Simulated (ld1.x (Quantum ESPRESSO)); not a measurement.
How hard is this terbium TM potential?

ld1.x (Quantum ESPRESSO) 7.5 input, shortened:

```
&input
   title='Tb', zed=65., rel=0, dft='PBESOL', iswitch=3,
   config='[Xe] 4f8 5d1.5 6s1.5 6p0'
 /
 &inputp
   pseudotype=2, tm=.true., lloc=-2, rcloc=2.85,
   nlcc=.false.
 /
3
5S  1  0   2.00   0.00  2.00  2.00  0.0
5P  2  1   6.00   0.00  2.30  2.30  0.0
5D  3  2   1.50   0.00  2.85  2.85  0.0
 &test
   configts(1)='5s2 5p6 5d1.5 6s1.5 6p0'
 /
```

Occupied shells without a wave of their own: 6s. They enter only through the test configuration that unscreens the potential.

The pseudo-atom Hamiltonian at the reference potential is diagonalised in spherical Bessel functions j_l(qr) that vanish at 20 bohr, with q² up to the cutoff. All-electron valence levels (Ry): 5s -3.2099, 6s -0.2588, 5p -1.9175, 6p -0.0922, 5d -0.1906.

**Question.** How do the lowest levels (Ry) of each channel move with the cutoff, and are there ghosts?

**Answer.**

```
cutoff (Ry)     s #1     s #2     p #1     p #2    p #3     d #1    f #1  Σ f·Δε (mRy)
          8  -3.0769  -0.2461  -1.8322  -0.0835  0.0481  -0.1223  0.0939         888.3
         12  -3.1474  -0.2479  -1.9119  -0.0875  0.0468  -0.1764  0.0939         184.7
         15  -3.1784  -0.2489  -1.9153  -0.0877  0.0467  -0.1864  0.0939          86.3
         21  -3.2028  -0.2497  -1.9162  -0.0877  0.0467  -0.1912  0.0939          23.6
         30  -3.2042  -0.2498  -1.9176  -0.0878  0.0467  -0.1913  0.0939          12.2
         40  -3.2091  -0.2499  -1.9176  -0.0878  0.0467  -0.1913  0.0939           2.0
         45  -3.2096  -0.2499  -1.9176  -0.0878  0.0467  -0.1913  0.0939           0.8
         55  -3.2098  -0.2499  -1.9177  -0.0878  0.0467  -0.1913  0.0939           0.4
        400  -3.2100  -0.2499  -1.9177  -0.0878  0.0467  -0.1913  0.0939           0.0
```

Result: no extra level below or beside the all-electron valence levels (s, p, d, f tested); 10 mRy is reached at 35 Ry and 1 mRy at 45 Ry.

Its largest configuration-test error is +347 meV.
